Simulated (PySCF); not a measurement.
# One molecule, several mistakes: Al2BH3N cation

All numbers below are calculated, not measured. The program is PySCF 2.14.0, an open-source quantum chemistry code, run on an isolated molecule that a program drew, which may never have been made. The molecule is Al2BH3N cation (charge +1, singlet), drawn as the SMILES string `[AlH+][N]=[B][AlH2]`.

Each row is a Hartree-Fock (HF) and frozen-core CCSD(T) single point in the cc-pV(D+d)Z basis, meant for a local HF minimum. Run 1 is clean. Each other run has one planted mistake out of seven kinds, and not every kind appears here: one electron removed, one electron added, multiplicity raised by two, geometry at a saddle point, minimal basis STO-3G, one bond length entered in bohr, all coordinates scaled. The reference is restricted for singlets and unrestricted otherwise, and also for a bond in bohr. Adding or removing an electron swaps singlet and doublet. Electrons count all cores. HOMO and LUMO are orbital energies over both spins, the gradient is its largest component, and the lowest frequency (negative if imaginary) is given only where the gradient is small. Bond lengths are over the 6 bonds as drawn. T1 is the CCSD diagnostic: over 0.02 (restricted) or 0.045 (unrestricted) a single reference is doubtful.

Geometry of the clean run:
```xyz
7
Al2BH3N cation, angstrom
Al   -3.1104   -2.9579   -0.7637
N    -2.7700   -1.5365    0.0539
B    -2.5093   -0.4487    0.6797
Al   -2.0647    1.4041    1.7451
H    -3.4232   -4.2624   -1.5138
H    -1.4873    1.2184    3.1842
H    -2.3724    2.7140    0.9524
```

| run | electrons | basis functions | <S^2> | HOMO (eV) | LUMO (eV) | gradient (hartree/bohr) | lowest frequency (cm^-1) | mean bond (Å) | longest bond (Å) | T1 | HF (hartree) | CCSD(T) (hartree) | mistake |
|---|---|---|---|---|---|---|---|---|---|---|---|---|---|
| 1 | 40 | 89 | 0.000 | -15.47 | -3.74 | 1.3e-05 | 82 | 1.6333 | 2.183 | 0.0164 | -564.51412 | -564.89344 | no fault |
| 2 | 41 | 89 | 0.831 | -4.68 | 0.46 | 3.2e-02 | - | 1.6333 | 2.183 | 0.0335 | -564.66678 | -565.07042 | one electron added |
| 3 | 40 | 31 | 0.000 | -12.98 | 1.63 | 3.8e-02 | - | 1.6333 | 2.183 | 0.0197 | -557.78044 | -557.98506 | minimal basis STO-3G |
| 4 | 40 | 89 | 0.000 | -15.21 | -3.74 | 5.6e-02 | - | 1.7215 | 2.301 | 0.0187 | -564.49478 | -564.88293 | ? |
| 5 | 40 | 89 | 2.031 | -10.96 | -6.34 | 2.3e-02 | - | 1.6333 | 2.183 | 0.0343 | -564.35228 | -564.72637 | ? |

**Which mistake was planted in run 4, and what did it cost?**

The mean and the longest bond both change by the same factor, 1.054, and the gradient is no longer small. So the mistake is: all coordinates scaled. Subtracting run 1 and multiplying by 627.51 kcal/mol a hartree, the energy moved by 12.1 kcal/mol in HF and 6.6 kcal/mol in CCSD(T).

**Which mistake was planted in run 5, and what did it cost?**

Electrons, basis and geometry are unchanged, and <S^2> is 2.031, beside S(S+1) = 2.00 for a multiplicity of 3. So the mistake is: multiplicity raised by two. Subtracting run 1 and multiplying by 627.51 kcal/mol a hartree, the energy moved by 101.6 kcal/mol in HF and 104.8 kcal/mol in CCSD(T).

